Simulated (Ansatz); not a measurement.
Total energies of `c1sc(-c2sc(-c3sc(-c4sc(-c5scc6c5OCCO6)c5c4OCCO5)c4c3OCCO4)c3c2OCCO3)c2c1OCCO2` from Ansatz at PBE-D4/def2-SVP, gas phase (1 Eh = 27.2114 eV = 2625.5 kJ/mol). The reference geometry is relaxed at r2SCAN-D4/def2-SVP.

| state | geometry | energy (Eh) |
| --- | --- | --- |
| charge 0 singlet | reference | -3894.59607 |
| charge 1 doublet | reference | -3894.40706 |
| charge -1 doublet | reference | -3894.61637 |
| free C atom (triplet) | – | -37.75124 |
| free S atom (triplet) | – | -397.80063 |
| free O atom (triplet) | – | -74.91467 |
| free H atom (doublet) | – | -0.49863 |

Single mean-field runs in def2-SVP are fitted with def2-universal-jkfit.

**Question.** Work out the vertical ionisation energy to the doublet.

**Answer.** E(charge 1 doublet) − E(charge 0 singlet) = -3894.40706 − (-3894.59607) = 0.18901 Eh = 5.14 eV. For comparison, −ε of the highest occupied level is 3.68 eV at this level, 1.46 eV less.

**Question.** Work out the vertical electron affinity, to the doublet.

**Answer.** E(charge 0 singlet) − E(charge -1 doublet) = -3894.59607 − (-3894.61637) = 0.02030 Eh = 0.55 eV. The basis lacks diffuse functions, which makes affinities too small.

**Question.** Give the fundamental gap IE − EA, the Mulliken electronegativity (IE + EA)/2 and the hardness (IE − EA)/2.

**Answer.** From the values in Eh: IE − EA = 0.18901 − 0.02030 = 0.16871 Eh = 4.59 eV; (IE + EA)/2 = 2.85 eV; (IE − EA)/2 = 2.30 eV. The HOMO–LUMO gap of the same run is 1.78 eV, 2.81 eV smaller than the fundamental gap.

**Question.** What is the binding energy per atom against free atoms?

**Answer.** Atoms: 30 × (-37.75124) + 5 × (-397.80063) + 10 × (-74.91467) + 22 × (-0.49863) = -3881.65691 Eh. Binding: -3881.65691 − (-3894.59607) = 12.93916 Eh = 352.09 eV, or 5.26 eV for each of 67 atoms (no zero-point energy, no counterpoise term).

At PBE-D4/def2-SVP the highest occupied level of the charge -1 doublet lies above zero (up to 0.88 eV). By energy differences its removal costs 0.55 eV (vertical, to the charge 0 singlet, at PBE-D4/def2-SVP); self-interaction error and the lack of diffuse functions both raise the level.
